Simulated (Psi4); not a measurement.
H$_{6}$GeSi, charge -1, doublet, at the geometry of the source list (a state made from the parent by changing its charge; the spin is typed, not shown lowest) (a gas-phase anion, which may not be bound at this level), with bond 8-2 at 3.0 times its length; HF/3-21G run with Psi4.

The Psi4 input:
```
memory 2 GB

molecule mol {
-1 2
  Si   -1.211100    0.123300    0.021700
  Ge    1.105600   -0.108200   -0.020100
  H    -1.781500   -0.709800    1.081000
  H    -1.582200    1.516300    0.266700
  H    -1.775700   -0.295200   -1.262100
  H     1.611000   -1.425500   -0.541400
  H     1.845800    0.893200   -0.858400
  H     3.153400    0.234400    3.978000
}

set basis 3-21g
set reference uhf
set stability_analysis follow
set scf_type pk

energy('scf')
print_variables()
```

Problem. Predict the main parts of the log of this Psi4 run.

Solution. 
```
   => Loading Basis Set <=

    Name: 3-21G
    Role: ORBITAL
    Keyword: BASIS

         ---------------------------------------------------------
                                   SCF
               by Justin Turney, Rob Parrish, Andy Simmonett
                          and Daniel G. A. Smith
                              UHF Reference
         ---------------------------------------------------------

  ==> Geometry <==

    Molecular point group: c1
    Full point group: C1

    Geometry (in Angstrom), charge = -1, multiplicity = 2:

       Center              X                  Y                   Z               Mass
    ------------   -----------------  -----------------  -----------------  -----------------
         SI          -1.668061254013     0.163446781626     0.004969933373    27.976926534650
         GE           0.648638745987    -0.068053218374    -0.036830066627    73.921177761000
         H           -2.238461254013    -0.669653218374     1.064269933373     1.007825032230
         H           -2.039161254013     1.556446781626     0.249969933373     1.007825032230
         H           -2.232661254013    -0.255053218374    -1.278830066627     1.007825032230
         H            1.154038745987    -1.385353218374    -0.558130066627     1.007825032230
         H            1.388838745987     0.933346781626    -0.875130066627     1.007825032230
         H            2.696438745987     0.274546781626     3.961269933373     1.007825032230

  Running in c1 symmetry.

  Rotational constants: A =      0.66487  B =      0.11964  C =      0.10878 [cm^-1]
  Rotational constants: A =  19932.23558  B =   3586.86205  C =   3261.02173 [MHz]
  Nuclear repulsion =  167.378523969714962

  Charge       = -1
  Multiplicity = 2
  Electrons    = 53
  Nalpha       = 27
  Nbeta        = 26

  ==> Algorithm <==

  SCF Algorithm Type is PK.
  DIIS enabled.
  MOM disabled.
  Fractional occupation disabled.
  Guess Type is SAD.
  Energy threshold   = 1.00e-06
  Density threshold  = 1.00e-06
  Integral threshold = 1.00e-12

  ==> Primary Basis <==

  Basis Set: 3-21G
    Blend: 3-21G
    Number of shells: 29
    Number of basis functions: 48
    Number of Cartesian functions: 48
    Spherical Harmonics?: false
    Max angular momentum: 2

  ==> Integral Setup <==

  Using in-core PK algorithm.
   Calculation information:
      Number of atoms:                   8
      Number of AO shells:              29
      Number of primitives:             57
      Number of atomic orbitals:        48
      Number of basis functions:        48

      Integral cutoff                 1.00e-12
      Number of threads:                 1

  Performing in-core PK
  Using 1384152 doubles for integral storage.
  We computed 73939 shell quartets total.
  Whereas there are 94830 unique shell quartets.

  ==> DiskJK: Disk-Based J/K Matrices <==

    J tasked:                  Yes
    K tasked:                  Yes
    wK tasked:                  No
    Schwarz Cutoff:          1E-12

  Minimum eigenvalue in the overlap matrix is 1.1307365580E-02.
  Reciprocal condition number of the overlap matrix is 2.8240050187E-03.
    Using symmetric orthogonalization.

  ==> Pre-Iterations <==

  SCF Guess: Superposition of Atomic Densities via on-the-fly atomic UHF (no occupation information).

   -------------------------
    Irrep   Nso     Nmo
   -------------------------
     A         48      48
   -------------------------
    Total      48      48
   -------------------------

  ==> Iterations <==

                        Total Energy        Delta E     RMS |[F,P]|

   @UHF iter SAD: -2351.49888952553920   -2.35150e+03   0.00000e+00
   @UHF iter   1: -2355.35226005494133   -3.85337e+00   2.23782e-02 ADIIS/DIIS
   @UHF iter   2: -2356.01735995987474   -6.65100e-01   5.53996e-03 ADIIS/DIIS
   @UHF iter   3: -2356.07926458868815   -6.19046e-02   8.15501e-04 ADIIS/DIIS
   @UHF iter   4: -2356.08257232488859   -3.30774e-03   2.89762e-04 ADIIS/DIIS
   @UHF iter   5: -2356.08345427432960   -8.81949e-04   7.22741e-05 DIIS
   @UHF iter   6: -2356.08352044300500   -6.61687e-05   2.65869e-05 DIIS
   @UHF iter   7: -2356.08352733413858   -6.89113e-06   1.06011e-05 DIIS
   @UHF iter   8: -2356.08352826698456   -9.32846e-07   3.61600e-06 DIIS
   @UHF iter   9: -2356.08352838095561   -1.13971e-07   1.03470e-06 DIIS
   @UHF iter  10: -2356.08352839030431   -9.34870e-09   4.05234e-07 DIIS
  Energy and wave function converged.

    Wavefunction stable under totally symmetric rotations.
    Lowest totally symmetric eigenvalue: 0.103489
    Lowest UHF->UHF stability eigenvalues:
       A 0.103489

    Stability analysis over.

  ==> Post-Iterations <==

   @Spin Contamination Metric:   1.342776124E-04
   @S^2 Expected:                7.500000000E-01
   @S^2 Observed:                7.501342776E-01
   @S   Expected:                5.000000000E-01
   @S   Observed:                5.000000000E-01

    Orbital Energies [Eh]
    ---------------------

    Alpha Occupied:

       1A   -402.418869     2A    -68.098256     3A    -51.650344
       4A    -45.658286     5A    -45.658030     6A    -45.657752
       7A     -6.870189     8A     -5.914845     9A     -4.827242
      10A     -4.826484    11A     -4.820990    12A     -4.010067
      13A     -4.009963    14A     -4.009729    15A     -1.277076
      16A     -1.275896    17A     -1.270245    18A     -1.269775
      19A     -1.267781    20A     -0.573114    21A     -0.454700
      22A     -0.369438    23A     -0.322239    24A     -0.314753
      25A     -0.239963    26A     -0.203343    27A     -0.021421

    Alpha Virtual:

      28A      0.336252    29A      0.337728    30A      0.368184
      31A      0.430143    32A      0.442630    33A      0.474613
      34A      0.586064    35A      0.633564    36A      0.646156
      37A      0.662864    38A      0.679218    39A      0.697859
      40A      0.719238    41A      0.875704    42A      1.203839
      43A      1.510590    44A      1.524314    45A      1.534072
      46A      1.572617    47A      1.593982    48A      8.788800

    Beta Occupied:

       1A   -402.418824     2A    -68.098252     3A    -51.650299
       4A    -45.658259     5A    -45.658006     6A    -45.657667
       7A     -6.870063     8A     -5.914838     9A     -4.827190
      10A     -4.826422    11A     -4.820780    12A     -4.010059
      13A     -4.009962    14A     -4.009723    15A     -1.277039
      16A     -1.275856    17A     -1.270165    18A     -1.269693
      19A     -1.267684    20A     -0.572945    21A     -0.454240
      22A     -0.322218    23A     -0.314590    24A     -0.239923
      25A     -0.203104    26A     -0.020394

    Beta Virtual:

      27A      0.237430    28A      0.336466    29A      0.337793
      30A      0.368807    31A      0.430183    32A      0.442691
      33A      0.474699    34A      0.586363    35A      0.633805
      36A      0.646327    37A      0.663071    38A      0.679383
      39A      0.699092    40A      0.721421    41A      0.875880
      42A      1.390079    43A      1.510644    44A      1.524307
      45A      1.534190    46A      1.572659    47A      1.593970
      48A      8.789046

    Final Occupation by Irrep:
              A
    DOCC [    26 ]
    SOCC [     1 ]
    NA   [    27 ]
    NB   [    26 ]

  @UHF Final Energy: -2356.08352839030431

   => Energetics <=

    Nuclear Repulsion Energy =            167.3785239697149620
    One-Electron Energy =               -3632.7151128531486393
    Two-Electron Energy =                1109.2530604931293965
    Total Energy =                      -2356.0835283903043091

  UHF NO Occupations:
  HONO-2 :   25  A 1.9999996
  HONO-1 :   26  A 1.9999335
  HONO-0 :   27  A 1.0000000
  LUNO+0 :   28  A 0.0000665
  LUNO+1 :   29  A 0.0000004
  LUNO+2 :   30  A 0.0000001
  LUNO+3 :   31  A 0.0000001

Computation Completed

Properties will be evaluated at   0.000000,   0.000000,   0.000000 [a0]

Properties computed using the SCF density matrix

 Multipole Moments:

 ------------------------------------------------------------------------------------
     Multipole            Electronic (a.u.)      Nuclear  (a.u.)        Total (a.u.)
 ------------------------------------------------------------------------------------

 L = 1.  Multiply by 2.5417464519 to convert [e a0] to [Debye]
 Dipole X            :          6.7437968           -7.3082989           -0.5645020
 Dipole Y            :         -1.0537133            1.0673790            0.0136657
 Dipole Z            :         -3.1015136            2.7484867           -0.3530269
 Magnitude           :                                                    0.6659409

 ------------------------------------------------------------------------------------

  Variable Map:
  ----------------------------------------------------------------------------
  "CURRENT ENERGY"           =>   -2356.083528390304
  "CURRENT REFERENCE ENERGY" =>   -2356.083528390304
  "DD SOLVATION ENERGY"      =>       0.000000000000
  "HF KINETIC ENERGY"        =>    2358.037762242998
  "HF POTENTIAL ENERGY"      =>   -4714.121290633302
  "HF TOTAL ENERGY"          =>   -2356.083528390304
  "HF VIRIAL RATIO"          =>       1.999171245735
  "NUCLEAR REPULSION ENERGY" =>     167.378523969715
  "ONE-ELECTRON ENERGY"      =>   -3632.715112853149
  "PCM POLARIZATION ENERGY"  =>       0.000000000000
  "PE ENERGY"                =>       0.000000000000
  "SCF ITERATION ENERGY"     =>   -2356.083528390304
  "SCF ITERATIONS"           =>      10.000000000000
  "SCF TOTAL ENERGY"         =>   -2356.083528390304
  "TWO-ELECTRON ENERGY"      =>    1109.253060493129

  Array Variable Map:
  ----------------------------------------------------------------------------
  "CURRENT DIPOLE"           =>      -0.564502029517 ... -0.353026880706 1 by 3
  "SCF DIPOLE"               =>      -0.564502029517 ... -0.353026880706 1 by 3
  "SCF STABILITY EIGENVALUES" =>       0.103488533168 ... 0.103488533168 1 by 1
  "SCF TOTAL ENERGIES"       =>   -2351.498889525539 ... -2356.083528390304 1 by 11
```
